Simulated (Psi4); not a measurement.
This Psi4 input (PBE/6-311++G(2d,2p)) gives -329.74992 Eh with 102 basis functions.

```
memory 8100 MB

molecule {
0 1
C    -1.14981457   -0.05477791   -0.04502006
Si    0.54785519    0.02610017    0.02145083
H    -1.76847219    0.83159725   -0.09957680
H    -1.68390593   -0.99607076   -0.03559828
H     1.39794796   -1.17454559    0.09584332
H     1.28334497    1.30228411    0.00914054
}

set {
  basis 6-311++g(2d,2p)
  scf_type df
}

energy('pbe')
print_variables()
```

Change:
```diff
- basis 6-311++g(2d,2p)
+ basis 6-311+g**
```

What does the run give now?

-329.74576 Eh (PBE/6-311+G**, 76 functions), a change of +4.16 mEh.
